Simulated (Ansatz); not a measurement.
Input for Ansatz (a quantum-chemistry and plane-wave program): U-B3LYP/def2-TZVPP on CH3Si (SMILES [CH]=[SiH2]), 2S+1 = 2, atoms moved off the minimum.

Ansatz 0.2 input:
```yaml
crystal:
  periodic: [false, false, false]
  atoms:
    - {symbol: C, position_ang: [1.21838958, -0.17279750, -0.02160146]}
    - {symbol: Si, position_ang: [-0.50946559, 0.13009316, 0.06298902]}
    - {symbol: H, position_ang: [2.24447811, -0.33560362, 0.08160933]}
    - {symbol: H, position_ang: [-1.17201753, 1.50734193, -0.01288323]}
    - {symbol: H, position_ang: [-1.41636078, -1.03940553, 0.03315030]}
basis:
  gaussian:
    orbitals: def2-TZVPP
hamiltonian:
  xc: {name: B3LYP}
magnetization: {spin_polarized: true, initial_magnetization: 1}
output: {forces: true}
```

It printed:

```
WARN ansatz: RAYON_NUM_THREADS=1 ignored (pool sized by the plan → 1); use --threads N
Functional definition: B3LYP
integrals: 0.03 GiB planned
648 factors; their error is unknown
mean field: 0.36 GiB planned
mean field evaluation 1: about -8953.5589 eV, gradient 3.6e1 eV
mean field evaluation 2: about -8928.4346 eV, gradient 6.2e1 eV
mean field evaluation 4: about -8960.6945 eV, gradient 3.0e0 eV
mean field evaluation 8: about -8960.7577 eV, gradient 1.4e-1 eV
mean field evaluation 16: about -8960.7697 eV, gradient 2.5e-3 eV
mean field -8960.76972222 eV, -329.3022134637 hartree, gradient 3.8e-5 eV, S^2 0.787850; 4 other end points of the search recorded, 0 dependent functions left out
the calculation of the forces begins
reference -8960.76993401 eV, -329.3022212470 hartree; 12, 11 occupied and 103, 104 virtual orbitals, 648 factors
Total energy: -8960.76993401 eV, -329.3022212470 hartree
Atom 0 at     1.218390    -0.172797    -0.021601 Å, force    -3.759730     0.766815     0.059428 eV/Å
Atom 1 at    -0.509466     0.130093     0.062989 Å, force     2.136921     0.008415    -0.130747 eV/Å
Atom 2 at     2.244478    -0.335604     0.081609 Å, force     1.136268    -0.147483     0.071097 eV/Å
Atom 3 at    -1.172018     1.507342    -0.012883 Å, force     0.487805    -0.839582     0.016161 eV/Å
Atom 4 at    -1.416361    -1.039406     0.033150 Å, force    -0.001265     0.211836    -0.015938 eV/Å
Dipole moment:    -0.172030     0.045838     0.042318 e Å
```

The run converged.

Cost: about 3 core-seconds (a rough figure).
